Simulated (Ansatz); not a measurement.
C₃H₉ClO₃Ti (`C[O][Ti]([Cl])([O]C)[O]C`). Charge 0, multiplicity 1. Correlated methods include outer-core shells of Ti, which these sets cover unevenly. Scalar relativity is left out up to krypton.

```xyz
17

C     1.280   -0.927    2.336
O     1.123   -0.047    1.268
Ti    0.750    0.197   -0.444
Cl    2.630    0.691   -1.557
O    -0.403    1.528   -0.609
C    -1.056    2.615   -0.031
O     0.040   -1.280   -1.107
C    -0.958   -1.880   -1.872
H     2.335   -0.981    2.620
H     0.705   -0.573    3.197
H     0.935   -1.933    2.072
H    -0.869    2.657    1.048
H    -0.702    3.545   -0.486
H    -2.134    2.533   -0.199
H    -1.741   -1.160   -2.131
H    -1.409   -2.706   -1.313
H    -0.528   -2.279   -2.795
```

**Question.** Give the diagnostics of a CCSD(T)/def2-TZVPP run (frozen core, the Gaussian-basis code of Ansatz). (Estimate.)

**Answer.** The calculation gave: T1 = 0.0223, largest single amplitude 0.050, largest double 0.023, (T) share of the correlation energy 4.6 %, 14 CCSD cycles. The RHF solution is stable towards an unrestricted one. T1 lies over the customary mark of 0.02 for closed shells; compounds of d metals often pass it without a breakdown.
